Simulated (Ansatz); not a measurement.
Basis-set series for `CC(=O)OBCl`. Charge 0, multiplicity 1. All single points use the PBE0-D4/def2-TZVP geometry. It is one conformer, not always the lowest.

```json
{"atom": "C1", "x (Å)": "-1.604", "y (Å)": "0.267", "z (Å)": "0.386"}
{"atom": "C2", "x (Å)": "-0.431", "y (Å)": "-0.309", "z (Å)": "-0.330"}
{"atom": "O3", "x (Å)": "-0.449", "y (Å)": "-0.928", "z (Å)": "-1.346"}
{"atom": "O4", "x (Å)": "0.733", "y (Å)": "-0.064", "z (Å)": "0.371"}
{"atom": "B5", "x (Å)": "1.955", "y (Å)": "-0.089", "z (Å)": "-0.227"}
{"atom": "Cl6", "x (Å)": "3.344", "y (Å)": "0.041", "z (Å)": "0.822"}
{"atom": "H7", "x (Å)": "-1.471", "y (Å)": "1.345", "z (Å)": "0.505"}
{"atom": "H8", "x (Å)": "-1.662", "y (Å)": "-0.160", "z (Å)": "1.389"}
{"atom": "H9", "x (Å)": "-2.515", "y (Å)": "0.056", "z (Å)": "-0.167"}
{"atom": "H10", "x (Å)": "2.100", "y (Å)": "-0.159", "z (Å)": "-1.402"}
```

```csv
functional,basis,functions,energy (Eh),HOMO (eV),LUMO (eV)
PBE0-D4,def2-SVP,108,-713.45027,-8.43,-1.08
PBE0-D4,def2-TZVPP,253,-713.89598,-8.54,-1.26
ωB97M-V,def2-SVP,108,-713.77013,-10.80,1.14
ωB97M-V,def2-TZVPP,253,-714.22347,-10.94,0.87
```

**Question.** Give the rows for def2-QZVPP. (Best estimate.)

**Answer.** The calculation gave: 
| functional | basis | functions | energy (Eh) | HOMO (eV) | LUMO (eV) |
| --- | --- | --- | --- | --- | --- |
| PBE0-D4 | def2-QZVPP | 475 | -713.92330 | -8.57 | -1.31 |
| ωB97M-V | def2-QZVPP | 475 | -714.24934 | -10.97 | 0.76 |

Positive LUMOs are unbound and depend on the basis.

Results of the Gaussian-basis code of Ansatz.
